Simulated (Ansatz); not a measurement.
Si₂Se₄, relaxed as a quintet with UKS PBE0-D4/def2-SVP in Ansatz, starting from the PBE0-D4/def2-SVP geometry of the neutral singlet. Force threshold 0.02 eV/Å.

The relaxation made no stability test and no search for a lower SCF solution. At PBE0-D4/def2-SVP a singlet of charge 0 lies 3.16 eV below the quintet, each at its own geometry. The structure comes from a short search, and lower isomers may exist.

Start:

```xyz
6

Si    0.134    0.985   -1.077
Si   -0.135   -0.984    1.078
Se   -1.729    0.036   -0.181
Se    0.321    2.376   -2.598
Se    1.729   -0.037    0.180
Se   -0.320   -2.376    2.598
```

Question: Estimate the energy that the relaxation releases and the steps that it takes.

Answer: 71.2 kcal/mol, in 13 steps; 2.5 min on 4 threads of Arm Neoverse V2 on a shared host. No frequencies were taken in this run, so the end may be a saddle point.

Question: Does the start keep its bonding and symmetry?

Answer: By distances, no bond broke or formed. The bond that changes most is Si1–Se4, from 2.07 to 2.22 Å (atoms count from 1). Point group D2h at the start, Ci at the end, both within 0.05 Å.

Question: Predict the relaxed structure.

Answer: 
```xyz
6

Si    0.263    0.161   -1.464
Si   -0.263   -0.161    1.464
Se   -1.762    0.260   -0.322
Se    0.080    2.299   -2.027
Se    1.762   -0.260    0.322
Se   -0.080   -2.299    2.027
```
Bond lengths: 6 × Se–Si 2.22 to 2.37 Å.
